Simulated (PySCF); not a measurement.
AgCl, triplet, geometry from GFN2-xTB (such geometries of metal compounds can be far from the true shape) (the multiplicity is a formal guess) (core potentials on Ag); DF-HF/def2-SVP (PySCF).

Here is a job for PySCF.
```python
from pyscf import gto, scf

mol = gto.Mole()
mol.atom = '''
    Ag   -0.00000000   -0.00000000   -0.65923567
    Cl    0.00000000    0.00000000    1.82259273
'''
mol.basis = 'def2-svp'
mol.ecp = {'Ag': 'def2-svp'}
mol.spin = 2
mol.verbose = 4
mol.build()

mf = scf.UHF(mol)
mf = mf.density_fit(auxbasis='def2-universal-jkfit')
mf.kernel()
```

What the program printed (banner, timings and long lists left out):

```
PySCF version 2.14.0

[INPUT] verbose = 4
[INPUT] num. atoms = 2
[INPUT] num. electrons = 36
[INPUT] charge = 0
[INPUT] spin (= nelec alpha-beta = 2S) = 2
[INPUT] symmetry False subgroup None
[INPUT] Mole.unit = angstrom
[INPUT] Symbol           X                Y                Z      unit          X                Y                Z       unit  Magmom
[INPUT]  1 Ag     0.000000000000   0.000000000000  -0.659235670000 AA    0.000000000000   0.000000000000  -1.245774867844 Bohr   0.0
[INPUT]  2 Cl     0.000000000000   0.000000000000   1.822592730000 AA    0.000000000000   0.000000000000   3.444201096323 Bohr   0.0

nuclear repulsion = 68.8702889882153
number of shells = 19
number of NR pGTOs = 93
number of NR cGTOs = 49
basis = def2-svp
ecp = {'Ag': 'def2-svp'}

******** <class 'pyscf.df.df_jk.DFUHF'> ********
method = DFUHF
initial guess = minao
damping factor = 0
level_shift factor = 0
DIIS = <class 'pyscf.scf.diis.CDIIS'>
diis_start_cycle = 1
diis_space = 8
diis_damp = 0
SCF conv_tol = 1e-09
SCF conv_tol_grad = None
SCF max_cycles = 50
direct_scf = False
number electrons alpha = 19  beta = 17
Set gradient conv threshold to 3.16228e-05
******** <class 'pyscf.df.df.DF'> ********
auxbasis = def2-universal-jkfit
init E= -592.353249177678

cycle= 1 E= -604.904003316334  delta_E= -12.6  |g|= 0.949  |ddm|= 2.52
cycle= 2 E= -604.832598836909  delta_E= 0.0714  |g|=  1.1  |ddm|= 2.41
cycle= 3 E= -605.358200482264  delta_E= -0.526  |g|= 0.119  |ddm|= 1.14
cycle= 4 E= -605.371884039913  delta_E= -0.0137  |g|= 0.0478  |ddm|= 0.258
cycle= 5 E= -605.377148417874  delta_E= -0.00526  |g|= 0.0318  |ddm|= 0.152
cycle= 6 E= -605.380240352615  delta_E= -0.00309  |g|= 0.0127  |ddm|= 0.147
cycle= 7 E= -605.380785644253  delta_E= -0.000545  |g|= 0.00377  |ddm|= 0.0607
cycle= 8 E= -605.380822495635  delta_E= -3.69e-05  |g|= 0.00128  |ddm|= 0.0153
cycle= 9 E= -605.380827191292  delta_E= -4.7e-06  |g|= 0.000443  |ddm|= 0.00703
cycle= 10 E= -605.380827656318  delta_E= -4.65e-07  |g|= 0.000149  |ddm|= 0.00223
cycle= 11 E= -605.380827717564  delta_E= -6.12e-08  |g|= 8.2e-05  |ddm|= 0.00113
cycle= 12 E= -605.380827728248  delta_E= -1.07e-08  |g|= 2.45e-05  |ddm|= 0.000359
cycle= 13 E= -605.380827729499  delta_E= -1.25e-09  |g|= 6.84e-06  |ddm|= 0.00012
cycle= 14 E= -605.380827729624  delta_E= -1.25e-10  |g|= 2.37e-06  |ddm|= 3.33e-05
Extra cycle  E= -605.380827729633  delta_E= -9.09e-12  |g|= 1.35e-06  |ddm|= 6.19e-06
converged SCF energy = -605.380827729633  <S^2> = 2.0086681  2S+1 = 3.0057732
```
